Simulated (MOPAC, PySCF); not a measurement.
CH3Cl2In, SMILES `[Cl][In]([CH3])[Cl]`, neutral singlet in the gas phase. 

Z-matrix (Å, degrees):
```
In
C 1 2.1464
H 2 1.0951 1 108.77
H 2 1.0953 3 111.12 1 119.67
H 2 1.0967 3 110.07 4 122.01
Cl 1 2.3458 2 124.31 3 153.82
Cl 1 2.3459 2 124.33 3 -26.39
```
Charge 0, multiplicity 1.

All levels are single points at this geometry (PBE-D3(BJ)/def2-TZVP); Pople sets use spherical d functions. Orbital energies aren't observables, and empty levels follow the basis.

```json
[
 {"level": "PBE-D3(BJ)/def2-TZVP in PySCF", "HOMO (eV)": "-7.24", "LUMO (eV)": "-2.66", "gap (eV)": "4.58", "dipole (D)": "3.72", "vertical IE, Delta-SCF (eV)": "–"},
 {"level": "B3LYP/6-31G* (LANL2DZ on In) in PySCF", "HOMO (eV)": "-8.35", "LUMO (eV)": "-1.86", "gap (eV)": "6.49", "dipole (D)": "4.14", "vertical IE, Delta-SCF (eV)": "10.50"},
 {"level": "B3LYP/LANL2DZ in PySCF", "HOMO (eV)": "-8.42", "LUMO (eV)": "-2.07", "gap (eV)": "6.35", "dipole (D)": "4.46", "vertical IE, Delta-SCF (eV)": "–"},
 {"level": "M06-2X/6-31G* (LANL2DZ on In) in PySCF", "HOMO (eV)": "-9.80", "LUMO (eV)": "-1.21", "gap (eV)": "8.60", "dipole (D)": "4.16", "vertical IE, Delta-SCF (eV)": "–"},
 {"level": "PBE/6-31G* (LANL2DZ on In) in PySCF", "HOMO (eV)": "-7.33", "LUMO (eV)": "-2.52", "gap (eV)": "4.81", "dipole (D)": "4.07", "vertical IE, Delta-SCF (eV)": "–"},
 {"level": "SVWN5/6-31G* (LANL2DZ on In) in PySCF", "HOMO (eV)": "-7.43", "LUMO (eV)": "-2.61", "gap (eV)": "4.81", "dipole (D)": "4.10", "vertical IE, Delta-SCF (eV)": "–"},
 {"level": "HF/6-31G* (LANL2DZ on In) in PySCF", "HOMO (eV)": "-11.55", "LUMO (eV)": "0.76", "gap (eV)": "12.31", "dipole (D)": "4.49", "vertical IE, Delta-SCF (eV)": "10.43"},
 {"level": "AM1 in MOPAC", "HOMO (eV)": "-10.95", "LUMO (eV)": "-1.89", "gap (eV)": "9.06", "dipole (D)": "3.21", "vertical IE, Delta-SCF (eV)": "–"},
 {"level": "PM7 in MOPAC", "HOMO (eV)": "-11.07", "LUMO (eV)": "-1.00", "gap (eV)": "10.07", "dipole (D)": "3.84", "vertical IE, Delta-SCF (eV)": "–"}
]
```
